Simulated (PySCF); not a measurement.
## Two-component Hartree-Fock for I²⁺ (iodine, charge +2)

Start: [Kr] 4d10 5s2 5p3; 5p1/2 filled at m_j = -1/2, +1/2; 5p3/2 filled at m_j = +3/2. Calculated with PySCF 2.14 in x2c-TZVPall-2c: generalised Hartree-Fock with the X2C-1e Hamiltonian and a Gaussian nucleus; one run each with spin-orbit coupling (SO) switched off, then screened by Boettger's factors.

```
spinor shell  electrons  ε, spin-free (eV)  ε, screened SO (eV)  weight of nominal j (screened SO)  rms radius, screened SO (bohr)
       1s1/2          2           -33354.5             -33350.7                              1.000                          0.0311
       2s1/2          2            -5270.3              -5269.2                              1.000                           0.127
       2p1/2          2            -4725.3              -4933.1                              1.000                           0.109
       2p3/2          4            -4725.3              -4631.6                              1.000                           0.115
       3s1/2          2            -1122.6              -1122.2                              1.000                           0.334
       3p1/2          2            -941.76              -981.94                              1.000                           0.327
       3p3/2          4            -941.76              -923.42                              1.000                           0.338
       3d3/2          4            -671.46              -678.46                              1.000                           0.311
       3d5/2          6            -671.46              -666.39                              1.000                           0.314
       4s1/2          2            -231.25              -231.10                              1.000                           0.787
       4p1/2          2            -171.95              -179.85                              0.999                           0.826
       4p3/2          4            -171.95              -168.24                              0.999                           0.855
       4d3/2          4            -82.776              -83.834                              0.983                           0.985
       4d5/2          6            -82.776              -81.890                              0.989                           0.994
       5s1/2          2            -41.323              -41.281                              1.000                            2.03
       5p1/2          2            -30.285              -30.570                              0.657                            2.34
       5p3/2          1            -30.285              -29.720                              1.000                            2.40
```

```
   quantity    spin-free  screened SO
E (hartree)  -7110.65289  -7112.79276
        M_J          3/2          3/2
       ⟨J²⟩        3.751        3.757
       ⟨L²⟩        0.000        0.150
       ⟨S²⟩        3.751        3.600
```

Each row is a mean over spinors that exchange with the open shell spreads, by up to 7.714 eV (5s1/2).

Rows whose weight is well below 1 are mixtures of j = l ± 1/2: exchange outweighs spin-orbit coupling there, and the label is only the starting occupation.

Breit and QED terms are absent; they matter most for the inner s and p1/2 levels.

Densities and radii are taken from the X2C orbitals without a picture-change correction, which distorts them close to the nucleus.

Without spin-orbit coupling the j labels of p, d and f shells carry no meaning; the spin-free column gives the mean over the occupied spinors of each nl shell.
